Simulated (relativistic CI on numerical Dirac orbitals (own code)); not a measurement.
**Re5+: N6,7 absorption edge**

Computed with this model: Dirac-Coulomb-Breit CI, orbitals from a KLI potential per configuration, model QED, valence Slater integrals scaled by 0.8, multiplet model of core-to-valence dipole absorption; configurations [Xe] 4f14 5d2 → [Xe] 4f13 5d3; 80 K; Lorentzian 0.45 eV and Gaussian 0.3 eV FWHM. Energies are those of the free ion, without screening or charge transfer. The branching ratio is the share of the lower-energy edge in the whole absorption, uncertain by about 0.02 where the edges overlap. S is read from ⟨S²⟩ = S(S + 1).

Field parameters in Wybourne normalisation: D3d B²₀ = −7Dσ, B⁴₀ = −14Dq − 21Dτ, B⁴₃ = −14√(10/7) Dq. The field is a parameter set, without covalency.

free ion: ground-state S = 0.93, centroid 47.03 eV. Peaks (eV, height): 47.1 (100), 48.5 (35).

D3d, 10Dq = 44850, Dσ = -1200, Dτ = 30 cm⁻¹: ground-state S = 0.97, centroid 47.75 eV. Peaks (eV, height): 42.1 (19), 43.5 (36), 44.5 (60), 45.3 (39), 47.9 (58), 48.6 (58), 50.1 (100), 51.2 (50).

D3d, 10Dq = 44850, Dσ = 1200, Dτ = 30 cm⁻¹: ground-state S = 0.97, centroid 47.74 eV. Peaks (eV, height): 42.0 (18), 43.5 (46), 44.4 (66), 45.2 (39), 47.9 (68), 50.1 (100).

Strongest unbroadened transitions for free ion:

| Energy (eV) | Relative strength |
| --- | --- |
| 44.94 | 16.4 |
| 45.65 | 23.6 |
| 45.76 | 24.2 |
| 46.35 | 24.0 |
| 46.38 | 14.0 |
| 46.45 | 20.5 |
| 46.54 | 14.6 |
| 46.89 | 21.3 |
| 46.97 | 85.5 |
| 47.06 | 13.2 |
| 47.13 | 21.4 |
| 47.23 | 100.0 |
| 47.43 | 27.7 |
| 47.72 | 13.3 |
| 47.81 | 65.3 |
| 47.96 | 14.8 |
| 48.45 | 23.6 |
| 48.65 | 28.6 |
